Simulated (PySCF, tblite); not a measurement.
A set of runs on `B1CCC[C@H]1C1CCCC1`; the geometry of each is named by its level. Settings lines and outputs come from a driver script.

Compound: C₉H₁₇B.
SMILES with atom numbers: `[BH:1]1[CH2:2][CH2:3][CH2:4][C@H:5]1[CH:6]1[CH2:7][CH2:8][CH2:9][CH2:10]1` (hydrogens: H11 on B1; H12, H13 on C2; H14, H15 on C3; H16, H17 on C4; H18 on C5; H19 on C6; H20, H21 on C7; H22, H23 on C8; H24, H25 on C9; H26, H27 on C10)

Step 1: GFN2-xTB geometry optimisation, gas phase (tblite 0.8.0) (from a force-field or distance-geometry start)
```json
{"job": {"kind": "relax", "xc": "GFN2-xTB", "basis": "xTB"}, "charge": 0, "multiplicity": 1}
```
```
step      E/eV     max force
  0    -792.87395    1.993
  1    -793.18520    0.830
  2    -793.35458    0.663
...
 92    -794.12854    0.014
 93    -794.12859    0.012
 94    -794.12863    0.017
 95    -794.12868    0.015
 96    -794.12872    0.010
```

Energy lowered by 28.9 kcal/mol over 96 steps; largest atomic force 0.010 eV/Å at the end. «max force» is the largest atomic force in eV/Å.

Step 2: GFN2-xTB harmonic vibrations, gas phase (tblite 0.8.0) (on the GFN2-xTB geometry)
```json
{"job": {"kind": "ir", "xc": "GFN2-xTB", "basis": "xTB"}, "charge": 0, "multiplicity": 1}
```
```
(table of modes left out)
```

75 modes from 33 to 3012 cm⁻¹ (unscaled, harmonic); zero-point energy 152.0 kcal/mol; all wavenumbers are real at this level.

Step 3: PBE0-D3(BJ)/def2-SVP geometry optimisation, gas phase (PySCF 2.14.0) (from the GFN2-xTB geometry)
```json
{"job": {"xc": "PBE0", "basis": "def2-SVP", "d3": "d3bj", "grid": 1, "shake": 0.01, "kind": "geom"}, "charge": 0, "multiplicity": 1}
```
```
step   0  E = -377.32578923  max force = 0.032159
step   1  E = -377.33443441  max force = 0.004576
step   2  E = -377.33464523  max force = 0.001200
step   3  E = -377.33467722  max force = 0.001329
step   4  E = -377.33469980  max force = 0.000979
step   5  E = -377.33471850  max force = 0.000835
step   6  E = -377.33472959  max force = 0.000422
optimisation converged
```

Final energy -377.33473 Eh after 6 steps; dipole 0.38 D. Energies in Eh; «max force» is the largest Cartesian gradient component in Eh/bohr.

Problem. Which step took the most CPU time, and about what did each take on Arm Neoverse V1, one thread, on a shared host?

Solution. Step 3, about 99 % of the total. CPU time by step: 1: 0.92 s, 2: 1.4 s, 3: 3.6 min.

Final geometry (PBE0-D3(BJ)/def2-SVP):
```
atom  x, y, z in Å
B1     1.6539    0.4652    1.4055
C2     3.0709   -0.0283    0.9573
C3     2.8928   -0.4389   -0.5112
C4     1.4340   -0.8849   -0.6232
C5     0.6370    0.0791    0.2722
C6    -0.7982   -0.3117    0.5913
C7    -1.7144   -0.5083   -0.6219
C8    -3.1097   -0.4862   -0.0111
C9    -3.0335    0.6621    1.0019
C10   -1.5629    0.6988    1.4730
H11    1.3902    1.0424    2.4364
H12    3.9414    0.6078    1.1782
H13    3.2032   -0.9374    1.5879
H14    3.6027   -1.2105   -0.8496
H15    3.0569    0.4420   -1.1566
H16    1.0757   -0.9185   -1.6648
H17    1.3251   -1.9099   -0.2219
H18    0.6091    1.0693   -0.2538
H19   -0.7671   -1.2791    1.1275
H20   -1.4935   -1.4259   -1.1889
H21   -1.5914    0.3439   -1.3161
H22   -3.9157   -0.3587   -0.7498
H23   -3.2951   -1.4418    0.5089
H24   -3.2930    1.6095    0.5030
H25   -3.7456    0.5412    1.8320
H26   -1.1376    1.7080    1.3507
H27   -1.4580    0.4538    2.5403
```

 (This holds for the electronic-property runs.)

One conformer stands for the species.
